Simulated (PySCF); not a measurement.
Species: C4H3B.
SMILES: `BC#CC#C`

The closed-shell ground state was solved at several levels (PySCF, density fitting, gas phase, non-relativistic). Geometry: PBE0-D3(BJ)/def2-SVP; no solvent, vibrations or thermal averaging.

| level | basis functions | total energy (Eh) | HOMO (eV) | LUMO (eV) | gap (eV) | dipole (D) |
| --- | --- | --- | --- | --- | --- | --- |
| CAM-B3LYP/def2-SVPD | 124 | -178.6932 | -8.73 | -1.80 | 6.93 | 1.35 |
| B3LYP/pcJ-1 | 165 | -178.9541 | -7.31 | -3.05 | 4.26 | 1.51 |
| PBE0/pcSseg-1 | 100 | -178.6791 | -7.53 | -2.89 | 4.64 | 1.44 |

**Question.** What might CAM-B3LYP/pcSseg-2 (222 basis functions) give for the same quantities?

**Answer.** Total energy -178.8903 Eh, HOMO -8.73 eV, LUMO -1.83 eV, gap 6.90 eV, dipole 1.30 D.

**Question.** Over all these levels, which gives the widest orbital gap and which the narrowest?

**Answer.** CAM-B3LYP/def2-SVPD (range-separated hybrid) has the widest, 6.93 eV, and B3LYP/pcJ-1 (global hybrid, 20 % exact exchange) the narrowest, 4.26 eV. Functional and basis both differ between the two, so the spread mixes both effects.

**Question.** How far do the dipole and the HOMO energy spread over the levels?

**Answer.** The dipole runs from 1.30 to 1.51 D (mean 1.40 D) and the HOMO from -8.73 to -7.31 eV.
